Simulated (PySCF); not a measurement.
Method: B3LYP-D3(BJ)/def2-TZVP // PBE0-D4/def2-TZVP (PySCF 2.14.0). Gas-phase values, no solvent. One relaxed conformer stands for a flexible species; it need not be the lowest. B3LYP has the VWN-RPA correlation part, as in Gaussian. 

Reference species (SMILES): `C#C[SiH2]O` (neutral, multiplicity 1).

```
Property                  Result
----------------------  --------
HOMO                    -8.06 eV
LUMO                    -0.80 eV
S1 oscillator strength     0.000
```

Changed species: `[SiH2]([SeH])O` (H–O–Si–Se torsion 47°, O–Si–Se–H torsion -98°) (X = selanyl; the reference has X = ethynyl).

Predict the effect on the HOMO, LUMO and S1 oscillator strength.

the HOMO rises by 1.04 eV, to -7.02 eV; the LUMO goes up by 0.39 eV, to -0.41 eV; the S1 oscillator strength is nearly the same.
